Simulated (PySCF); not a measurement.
## Cu (copper, neutral) across methods

[Ar] 3d9 4s1 5s1, high-spin 4D determinant (an excited configuration). Calculation: PySCF 2.14, in aug-cc-pVTZ-DK; the spin-free X2C one-electron Hamiltonian (Gaussian nucleus).

```
 method  E (hartree)  mean ε 3d β (eV)  mean ε 4s α (eV)  mean ε 5s α (eV)  Σ⟨r²⟩ (bohr²)   ⟨S²⟩
    LDA    -1651.602           -14.353           -10.516            -1.721          86.21  3.750
  B97-3    -1654.328           -17.019           -10.919            -1.939          89.87  3.751
wB97M-V    -1654.350           -19.175           -12.979            -2.422          83.47  3.750
 r2SCAN    -1654.461           -14.339           -10.533            -1.693          87.94  3.751
 M06-2X    -1654.518           -19.777           -11.301            -2.188          85.53  3.753
   PBE0    -1654.256           -16.732           -11.065            -2.007          88.87  3.750
    PBE    -1654.254           -14.083           -10.269            -1.737          87.60  3.750
    UHF  -1652.97613           -23.921           -12.927            -2.530          92.89  3.751
   PW91    -1654.660           -14.180           -10.353            -1.743          87.22  3.750
```

The outer electron is Rydberg-like, and this basis confines it to a smaller radius and binds it less than a complete one would.
